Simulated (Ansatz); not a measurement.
The free Ta atom, lowest solution found in each spin (singlets restricted, other states unrestricted); no spin–orbit coupling, and no relativity up to Kr.

Correlated levels freeze the inner cores; with def2 sets outer-core shells near the valence are correlated too. CBS(a, b) extrapolates the correlation energy as X⁻³ and adds the Hartree–Fock energy of set b.

The values were computed with Ansatz (a quantum-chemistry and plane-wave program). Each number belongs to the level named beside it. In def2 rows elements past Kr take small-core potentials, without spin–orbit coupling.

PBE/def2-TZVPP gives 9.31 kcal/mol for the energy of multiplicity 6 less that of multiplicity 4.

Q: Predict the shift from PBE, with its sign, for: r2SCAN/def2-TZVPP, B3LYP/def2-TZVPP, wB97M-V/def2-TZVPP, B2PLYP/def2-TZVPP, CCSD(T)/CBS(def2-TZVPP, def2-QZVPP).

A: r2SCAN/def2-TZVPP -5.07; B3LYP/def2-TZVPP 12.19; wB97M-V/def2-TZVPP 11.81; B2PLYP/def2-TZVPP 14.55; CCSD(T)/CBS(def2-TZVPP, def2-QZVPP) 13.72 kcal/mol. 4 of 5 lie above PBE; the widest gap is to B2PLYP/def2-TZVPP.
